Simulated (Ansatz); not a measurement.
Molecule: C2H6BO (charge 0, doublet). It need not be the lowest isomer of its formula. 
Geometry from a B3LYP-D3(BJ)/def2-TZVP (Ansatz, a quantum-chemistry and plane-wave program) optimisation:
SMILES: [B](OC)C
```xyz
10

C      1.9177    -0.3018    -0.5644
B      0.6518     0.1803     0.2116
O     -0.5976    -0.1244    -0.1357
C     -1.7587     0.3149     0.5719
H      2.5742    -0.8746     0.0960
H      1.6617    -0.9218    -1.4306
H      2.5042     0.5550    -0.9064
H     -1.4813     0.9296     1.4292
H     -2.3099    -0.5635     0.9068
H     -2.3811     0.8906    -0.1128
```
Charge 0, spin multiplicity 2.

Quantity: atomisation energy (electronic, to ground-state atoms), in kcal/mol. Cores are frozen in the correlated levels unless marked. UHF or UKS for open shells. No spin-orbit coupling. No relativistic terms. The coupled-cluster limit lacks core correlation, which all-electron functionals hold. Basis-set limits of correlation are two-point, X^-3; Hartree-Fock from the larger set.

```json
[
 {"level": "revPBE-D4/def2-TZVPD", "program": "Ansatz + dftd4", "atomisation energy (kcal/mol)": "914.9"},
 {"level": "PBE0-D3(BJ)/def2-TZVPD", "program": "Ansatz + dftd3", "atomisation energy (kcal/mol)": "922.4"},
 {"level": "r2SCAN0/def2-TZVPD", "program": "Ansatz", "atomisation energy (kcal/mol)": "910.5"},
 {"level": "MP2/6-31G*", "program": "Ansatz", "atomisation energy (kcal/mol)": "852.0"},
 {"level": "RI-MP2/def2-QZVPP", "program": "Ansatz", "atomisation energy (kcal/mol)": "920.4"}
]
```

Question: Predict the CCSD(T)/CBS(cc-pVTZ,cc-pVQZ) result (Ansatz).

Answer: 913.3 kcal/mol, so RI-MP2/def2-QZVPP differs from it by 7.1 kcal/mol.
